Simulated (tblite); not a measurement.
Species: C5H8Si.
Bonds: Si1–C2, C2–C3, C3–C4 (double), C4–C5, C5–C6 (double), C4–C6. Hydrogens: H7, H8, H9 on Si1; H10, H11 on C2; H12 on C3; H13 on C5; H14 on C6.

Computed with GFN2-xTB (tblite), gas phase: Langevin dynamics at 200 K from the optimised GFN2-xTB geometry, time step 0.5 fs, friction 0.01 fs⁻¹, 2000 steps. The instantaneous temperature is 2·E(kin)/(3Nk) with all 3N coordinates.

| t (fs) | T (K) | E(pot) above start (eV) | Si1–C2 (Å) | C2–C3 (Å) | C3=C4 (Å) | C4–C5 (Å) | C5=C6 (Å) | Si1–H7 (Å) | Si1–C2–C3–C4 (°) |
| --- | --- | --- | --- | --- | --- | --- | --- | --- | --- |
| 0 | 155 | 0.000 | 1.906 | 1.501 | 1.311 | 1.454 | 1.322 | 1.465 | 112 |
| 25 | 120 | 0.176 | 1.923 | 1.545 | 1.306 | 1.459 | 1.318 | 1.417 | 115 |
| 50 | 115 | 0.274 | 1.894 | 1.498 | 1.314 | 1.466 | 1.310 | 1.566 | 102 |
| 75 | 126 | 0.262 | 1.957 | 1.478 | 1.318 | 1.468 | 1.314 | 1.464 | 116 |
| 100 | 116 | 0.323 | 1.846 | 1.517 | 1.318 | 1.445 | 1.324 | 1.460 | 121 |
| 125 | 176 | 0.199 | 1.935 | 1.481 | 1.299 | 1.441 | 1.323 | 1.510 | 116 |
| 150 | 152 | 0.225 | 1.937 | 1.494 | 1.316 | 1.506 | 1.313 | 1.472 | 103 |
| 175 | 185 | 0.272 | 1.894 | 1.496 | 1.326 | 1.441 | 1.305 | 1.416 | 107 |
| 200 | 198 | 0.319 | 1.929 | 1.515 | 1.281 | 1.479 | 1.322 | 1.524 | 118 |
| 225 | 232 | 0.236 | 1.868 | 1.520 | 1.326 | 1.427 | 1.307 | 1.481 | 109 |
| 250 | 177 | 0.268 | 1.964 | 1.536 | 1.314 | 1.474 | 1.326 | 1.402 | 111 |
| 275 | 130 | 0.240 | 1.881 | 1.497 | 1.299 | 1.438 | 1.338 | 1.523 | 111 |
| 300 | 149 | 0.278 | 1.919 | 1.474 | 1.327 | 1.434 | 1.329 | 1.486 | 118 |
| 325 | 167 | 0.244 | 1.901 | 1.505 | 1.310 | 1.484 | 1.321 | 1.434 | 114 |
| 350 | 154 | 0.299 | 1.897 | 1.520 | 1.309 | 1.439 | 1.310 | 1.500 | 109 |
| 375 | 175 | 0.320 | 1.930 | 1.520 | 1.319 | 1.437 | 1.324 | 1.486 | 126 |
| 400 | 176 | 0.324 | 1.902 | 1.496 | 1.312 | 1.467 | 1.333 | 1.449 | 129 |
| 425 | 230 | 0.258 | 1.919 | 1.476 | 1.326 | 1.467 | 1.321 | 1.464 | 122 |
| 450 | 222 | 0.336 | 1.910 | 1.508 | 1.317 | 1.486 | 1.296 | 1.480 | 129 |
| 475 | 181 | 0.315 | 1.884 | 1.485 | 1.292 | 1.432 | 1.323 | 1.466 | 142 |
| 500 | 203 | 0.265 | 1.904 | 1.511 | 1.309 | 1.451 | 1.322 | 1.484 | 134 |
| 525 | 210 | 0.330 | 1.926 | 1.576 | 1.312 | 1.455 | 1.322 | 1.470 | 124 |
| 550 | 201 | 0.334 | 1.886 | 1.510 | 1.291 | 1.461 | 1.325 | 1.490 | 127 |
| 575 | 213 | 0.320 | 1.956 | 1.502 | 1.330 | 1.448 | 1.321 | 1.463 | 123 |
| 600 | 206 | 0.408 | 1.946 | 1.519 | 1.328 | 1.477 | 1.346 | 1.444 | 112 |
| 625 | 266 | 0.340 | 1.909 | 1.474 | 1.307 | 1.410 | 1.326 | 1.458 | 116 |
| 650 | 249 | 0.339 | 1.858 | 1.529 | 1.274 | 1.461 | 1.320 | 1.475 | 112 |
| 675 | 175 | 0.412 | 1.954 | 1.525 | 1.356 | 1.437 | 1.309 | 1.464 | 99 |
| 700 | 98 | 0.372 | 1.896 | 1.496 | 1.292 | 1.519 | 1.341 | 1.458 | 95 |
| 725 | 181 | 0.324 | 1.925 | 1.496 | 1.343 | 1.419 | 1.310 | 1.478 | 109 |
| 750 | 219 | 0.279 | 1.896 | 1.509 | 1.284 | 1.475 | 1.328 | 1.474 | 99 |
| 775 | 240 | 0.304 | 1.905 | 1.498 | 1.312 | 1.464 | 1.294 | 1.427 | 96 |
| 800 | 203 | 0.427 | 1.888 | 1.538 | 1.305 | 1.467 | 1.319 | 1.487 | 111 |
| 825 | 187 | 0.421 | 1.892 | 1.494 | 1.312 | 1.441 | 1.339 | 1.488 | 109 |
| 850 | 240 | 0.334 | 1.934 | 1.511 | 1.328 | 1.465 | 1.311 | 1.411 | 92 |
| 875 | 177 | 0.355 | 1.882 | 1.513 | 1.291 | 1.466 | 1.320 | 1.516 | 91 |
| 900 | 184 | 0.335 | 1.930 | 1.560 | 1.320 | 1.457 | 1.292 | 1.473 | 100 |
| 925 | 178 | 0.341 | 1.905 | 1.518 | 1.282 | 1.420 | 1.337 | 1.429 | 93 |
| 950 | 240 | 0.205 | 1.929 | 1.508 | 1.321 | 1.449 | 1.335 | 1.467 | 102 |
| 975 | 191 | 0.411 | 1.854 | 1.504 | 1.332 | 1.483 | 1.359 | 1.462 | 123 |
| 1000 | 263 | 0.255 | 1.889 | 1.517 | 1.300 | 1.427 | 1.324 | 1.475 | 118 |

Q: From 500 fs on, how do temperature and potential energy compare with equipartition?

A: The mean temperature of these 21 frames is 206 K against the target 200 K, and the mean potential energy 0.34 eV against 36 × kT/2 = 0.31 eV for 36 classical harmonic modes. For 14 atoms in a canonical ensemble the temperature itself scatters by T·√(2/(3N)) = 44 K; here its standard deviation is 37 K. The whole run lasts only 10 friction times of 100 fs, so these averages carry a wide statistical error.

Q: What are the kinetic and total energies of the listed frame with the highest potential energy?

A: The one at 800 fs, 0.427 eV above the start. Its kinetic energy is 3NkT/2 = 0.367 eV at 203 K, so the sum is 0.79 eV; over the listed frames the sum runs from 0.28 to 0.82 eV, since the thermostat adds and removes energy.

Q: How much do the listed bonds fluctuate from 500 fs on?

A: 
| bond | at the start (Å) | mean (Å) | standard deviation (Å) |
| --- | --- | --- | --- |
| Si1–C2 | 1.906 | 1.908 | 0.028 |
| C2–C3 | 1.501 | 1.515 | 0.022 |
| C3=C4 | 1.311 | 1.311 | 0.021 |
| C4–C5 | 1.454 | 1.455 | 0.024 |
| C5=C6 | 1.322 | 1.324 | 0.016 |
| Si1–H7 | 1.465 | 1.466 | 0.023 |

The motion is classical and holds no zero-point motion.

The cost below is that of the whole dynamics run. On an Arm Neoverse V1 with one thread, no GPU, on a shared host, this took 10 s of wall time and 0.18 GiB of memory at its peak.
